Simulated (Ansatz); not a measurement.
Consider the atomization: `BC(F)CN=C` → B• + 3 C• + F• + 7 H• + N•.

Gas-phase electronic energies from Ansatz, PBE0-D4/def2-TZVP geometries. CCSD(T)/CBS adds triple-zeta CCSD(T) − MP2 to the extrapolated MP2 energy (def2 sets, frozen cores). This one scheme is used for every species, atoms too. Functionals use def2-TZVPP. Open shells (•) are unrestricted, without spin–orbit coupling. Spin–orbit coupling would lower the free atoms: a little for B, C, F. Each species was taken in one conformer, which may not be the lowest.

| level | ΔE (kJ/mol) |
| --- | --- |
| ωB97M-V | 5047.3 |
| SCS-MP2/def2-TZVPP | 4951.4 |

Q: What does CCSD(T)/CBS give? (Estimate.)

A: The calculation gave: +5006.8 kJ/mol. The listed levels differ from it by 40.5, -55.4 kJ/mol.

Largest T1 diagnostic among the species: 0.014.

From PBE to PBE0 (25 % exact exchange), in def2-TZVPP and without D4, ΔE moves by −107.0 kJ/mol: exact exchange takes away binding that semilocal exchange gives to molecules. In def2-TZVPP, CCSD(T) changes the Hartree–Fock value by +1244.6 kJ/mol (the triples alone add +78.5 kJ/mol) and MP2 by +1336.8 kJ/mol; breaking electron pairs costs correlation energy, which Hartree–Fock lacks.

For atomizations the MP2-based limit and the directly extrapolated one differ by several kJ/mol either way, and by 10 to 25 for some Ge, Se and Sn compounds, so smaller differences from it don't rank the levels.
